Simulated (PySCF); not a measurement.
## Two-component Hartree-Fock for Se (selenium, neutral)

Start: [Ar] 3d10 4s2 4p4; 4p1/2 filled at m_j = +1/2; 4p3/2 filled at m_j = -1/2, +1/2, +3/2. Calculated with PySCF 2.14 in x2c-TZVPall-2c (6s7p4d1f, 54 functions): generalised Hartree-Fock with the X2C-1e Hamiltonian and a Gaussian nucleus; one run each with spin-orbit coupling (SO) switched off, then screened by Boettger's factors. This is a chosen level, not necessarily the ground level.

```csv
spinor shell,electrons,"ε, spin-free (eV)","ε, screened SO (eV)",weight of nominal j (screened SO),"rms radius, screened SO (bohr)"
1s1/2,2,-12737.4,-12737.1,1.000,0.0508
2s1/2,2,-1696.4,-1696.2,1.000,0.212
2p1/2,2,-1486.9,-1515.5,1.000,0.187
2p3/2,4,-1486.9,-1473.1,1.000,0.190
3s1/2,2,-250.68,-250.61,1.000,0.612
3p1/2,2,-182.85,-187.14,0.999,0.629
3p3/2,4,-182.85,-180.70,1.000,0.639
3d3/2,4,-70.542,-71.078,0.986,0.695
3d5/2,6,-70.542,-70.075,0.990,0.697
4s1/2,2,-23.371,-23.342,0.999,1.97
4p3/2,3,-10.954,-11.515,0.619,2.45
4p1/2,1,-10.954,-9.319,0.639,2.54
```

```
   quantity    spin-free  screened SO
E (hartree)  -2428.00198  -2428.12248
        M_J            2            2
       ⟨J²⟩        6.013        6.019
       ⟨L²⟩        2.009        2.078
       ⟨S²⟩        2.004        1.974
```

Each row is a mean over spinors that exchange with the open shell spreads, by up to 5.190 eV (4s1/2).

Rows whose weight is well below 1 are mixtures of j = l ± 1/2: exchange outweighs spin-orbit coupling there, and the label is only the starting occupation.

Without spin-orbit coupling the j labels of p, d and f shells carry no meaning; the spin-free column gives the mean over the occupied spinors of each nl shell.
